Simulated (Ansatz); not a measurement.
Basis-set series for C2H8BNSi, SMILES `BN[SiH2]C=C`. The species carries charge 0 and has multiplicity 1. The geometry is a stationary point of PBE0-D4/def2-TZVP. It is one conformer, not always the lowest.

```tsv
functional	basis	functions	energy (Eh)	HOMO (eV)	LUMO (eV)
PBE0-D4	def2-SVP	114	-449.61842	-8.12	-0.55
PBE0-D4	def2-TZVPP	278	-449.90142	-8.17	-0.74
ωB97M-V	def2-SVP	114	-449.82390	-10.36	1.63
ωB97M-V	def2-TZVPP	278	-450.11774	-10.42	1.32
```

(1) Give the rows for def2-QZVPP. (Estimate.)

Results:

(1) Ansatz gave: 
```csv
functional,basis,functions,energy (Eh),HOMO (eV),LUMO (eV)
PBE0-D4,def2-QZVPP,538,-449.92089,-8.18,-0.78
ωB97M-V,def2-QZVPP,538,-450.13583,-10.43,1.19
```

Positive LUMOs are unbound and depend on the basis.
